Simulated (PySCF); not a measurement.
Mayer bond orders and bond lengths

Compound: C₈H₉PS.
SMILES with atom numbers: `[CH2:1]=[CH:2]/[C:3]([CH3:4])=[P:5]\[c:6]1[cH:7][cH:8][s:9][cH:10]1` (hydrogens: H11, H12 on C1; H13 on C2; H14, H15, H16 on C4; H17 on C7; H18 on C8; H19 on C10)

Structure used (GFN2-xTB), in Å, numbered top down from 1:
```
atom  x, y, z in Å
C1    -2.202    1.633    0.320
C2    -1.161    0.853    0.022
C3    -1.232   -0.557   -0.251
C4    -2.581   -1.174   -0.479
P5     0.097   -1.610   -0.391
C6     1.532   -0.587    0.059
C7     2.721   -0.565   -0.724
C8     3.700    0.186   -0.171
S9     3.222    0.867    1.337
C10    1.674    0.133    1.209
H11   -3.204    1.253    0.421
H12   -2.075    2.688    0.491
H13   -0.178    1.303   -0.036
H14   -2.479   -2.215   -0.782
H15   -3.125   -0.634   -1.254
H16   -3.175   -1.140    0.435
H17    2.814   -1.081   -1.664
H18    4.684    0.387   -0.548
H19    0.959    0.268    1.997
```

Bond orders from the PBE0/pcSseg-1 density (PySCF). Isolated species at its GFN2-xTB geometry (one conformer only).

Q: Where do the orders between heavy atoms depart from those drawn in the SMILES?

A: The largest departure is 0.369, at C3–P5 (drawn double, 1.631), counting aromatic bonds as 1.5. Drawn double or triple, more than 0.30 short of the drawn order: C3–P5 (1.631). The bonds drawn aromatic range from 1.17 to 1.60.

Q: Set the Mayer orders of the bonds beside their lengths.

A: 
```csv
bond,drawn as,length (Å),Mayer order
C1–C2,double,1.334,1.887
C2–C3,single,1.438,1.109
C3–C4,single,1.501,1.074
C3–P5,double,1.701,1.631
P5–C6,single,1.819,0.923
C6–C7,aromatic,1.424,1.232
C7–C8,aromatic,1.353,1.598
C8–S9,aromatic,1.722,1.170
S9–C10,aromatic,1.718,1.187
C10–C6,aromatic,1.364,1.534
C1–H11,single,1.076,0.946
C1–H12,single,1.077,0.944
C2–H13,single,1.083,0.949
C4–H14,single,1.089,0.949
C4–H15,single,1.090,0.945
C4–H16,single,1.090,0.936
C7–H17,single,1.076,0.980
C8–H18,single,1.072,0.955
C10–H19,single,1.073,0.958
```

By pair of heavy elements: C–C: lowest C3–C4 (1.074, 1.501 Å), highest C1–C2 (1.887, 1.334 Å). C–P: lowest P5–C6 (0.923, 1.819 Å), highest C3–P5 (1.631, 1.701 Å). C–S: all 2 within 0.02 of one another (1.170 to 1.187).

Q: Sum the orders of all bonds at each heavy atom with more than one neighbour and set the sums beside the valence in the SMILES.

A: C1 3.777 (drawn 4), C2 3.945 (drawn 4), C3 3.814 (drawn 4), C4 3.904 (drawn 4), P5 2.554 (drawn 3), C6 3.689 (drawn 4), C7 3.810 (drawn 4), C8 3.723 (drawn 4), S9 2.357 (drawn 2), C10 3.679 (drawn 4). Orders between atoms that aren't bonded are not in these sums.

For a closed shell the Mayer order of atoms A and B is Σ (PS)μν (PS)νμ over the basis functions μ on A and ν on B, with P the density and S the overlap matrix.
